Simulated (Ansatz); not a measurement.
Correlation energies of GeH₁₂O₄Si₄, SMILES `[SiH3][O][Ge]([O][SiH3])([O][SiH3])[O][SiH3]` by basis set

```xyz
21

Si   -2.4414   -0.6074    1.8262
O    -1.5064   -0.7266    0.4739
Ge    0.0000    0.0006    0.0004
O    -0.1437    0.5553   -1.6409
Si   -1.4285    0.7752   -2.6499
O     1.3057   -1.1438    0.0869
Si    2.1649   -1.9650   -1.0552
O     0.3443    1.3176    1.0817
Si    1.7051    1.7970    1.8789
H    -3.1487    0.6980    1.8533
H    -3.4283   -1.7119    1.7689
H    -1.6087   -0.7368    3.0500
H    -1.9428   -0.5340   -3.1259
H    -2.5201    1.5047   -1.9541
H    -0.9433    1.5726   -3.8013
H     1.2525   -2.5711   -2.0593
H     2.9164   -3.0298   -0.3494
H     3.1125   -1.0532   -1.7450
H     2.8735    1.8024    0.9609
H     1.4523    3.1685    2.3810
H     1.9848    0.8876    3.0190
```

Total charge 0; spin multiplicity 1. Correlated methods include outer-core shells of Ge, which these sets cover unevenly. Scalar relativity is left out up to krypton. The geometry is a stationary point of PBE0-D4/def2-TZVP. It is one conformer, not always the lowest. Frozen core, restricted reference, Ansatz 0.2.0.

```tsv
basis	HF (Eh)	MP2 corr.	CCSD corr.	(T)	CCSD(T) total
def2-SVP	-3536.94728	-1.34892	-1.43194	-0.03444	-3538.41366
def2-TZVPP	-3538.03392	-1.67815	-1.75332	-0.06204	-3539.84928
def2-QZVPP	-3538.12984	-2.05366	–	–	–
```
